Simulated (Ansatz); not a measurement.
Job for Ansatz (a quantum-chemistry and plane-wave program): R-CCSD(T)/def2-SVP on FHPbS (SMILES [F][Pb][SH]), a point of a torsion scan. Elements past Kr take the def2 small-core potentials; no spin–orbit coupling. The run froze 15 orbitals, filled d shells among them.

Ansatz 0.2 input:
```yaml
crystal:
  periodic: [false, false, false]
  atoms:
    - {symbol: F, position_ang: [1.95034980, -0.74312021, -0.19363423]}
    - {symbol: Pb, position_ang: [1.00093353, 1.07197650, -0.62857390]}
    - {symbol: S, position_ang: [-1.39316508, 0.30998436, -0.48028779]}
    - {symbol: H, position_ang: [-1.93162927, 1.49302418, -0.76278487]}
basis:
  gaussian:
    orbitals: def2-SVP
magnetization: {spin_polarized: false}
correlation: {method: ccsd_t, electrons: outside_noble_gas}
scf: {lower_state_search: off}
```

The log:

```
WARN ansatz: RAYON_NUM_THREADS=1 ignored (pool sized by the plan → 1); use --threads N
Functional definition: HF
these checks for a lower state are left out or cut short: stability, starts, cluster_reference, orbital_swaps, neighbouring_geometries, increment
integrals: 0.04 GiB planned
687 factors; integrals over basis functions are off by at most 8.2e-4 eV
mean field: 0.15 GiB planned
mean field evaluation 1: about -18751.9614 eV, gradient 3.5e1 eV
mean field evaluation 2: about -18752.0258 eV, gradient 3.6e1 eV
mean field evaluation 4: about -18754.8800 eV, gradient 2.3e0 eV
mean field evaluation 8: about -18754.9214 eV, gradient 2.5e-1 eV
mean field -18754.92204525 eV, -689.2306726202 hartree, gradient 7.6e-6 eV, S^2 0.000000; 0 other end points of the search recorded, 0 dependent functions left out
15 core orbitals not correlated, not the lowest: weight in the atoms' cores, before any rotation towards them, 0.958 or more for the frozen orbitals, at most 0.036 for the correlated occupied ones
reference -18754.92204525 eV, -689.2306726202 hartree; 9, 9 occupied and 39, 39 virtual orbitals, 687 factors
second order -10.35731630 eV of doubles, -0.00000000 eV of singles
coupled cluster: 0.10 GiB planned
cycle   1  -10.58174907 eV  change   -2.2e-1 eV  update   1.1e-1
cycle   2  -10.86712996 eV  change   -2.9e-1 eV  update   4.3e-2
cycle   3  -10.97605420 eV  change   -1.1e-1 eV  update   2.6e-2
cycle   4  -10.97978673 eV  change   -3.7e-3 eV  update   8.1e-3
cycle   5  -10.97205513 eV  change    7.7e-3 eV  update   3.8e-3
cycle   6  -10.97181900 eV  change    2.4e-4 eV  update   1.3e-3
cycle   7  -10.97184910 eV  change   -3.0e-5 eV  update   5.4e-4
cycle   8  -10.97171630 eV  change    1.3e-4 eV  update   2.1e-4
cycle   9  -10.97176834 eV  change   -5.2e-5 eV  update   9.7e-5
cycle  10  -10.97179819 eV  change   -3.0e-5 eV  update   3.4e-5
cycle  11  -10.97178247 eV  change    1.6e-5 eV  update   1.3e-5
perturbative correction -0.27655815 eV, -0.0101633247 hartree
Total energy: -18766.17038587 eV, -689.6440415137 hartree
Checks for a lower state left out: stability, starts, cluster_reference, orbital_swaps, neighbouring_geometries, increment
```

The calculation finished and met its thresholds.

Cost: around 1.1 core-seconds (rough).
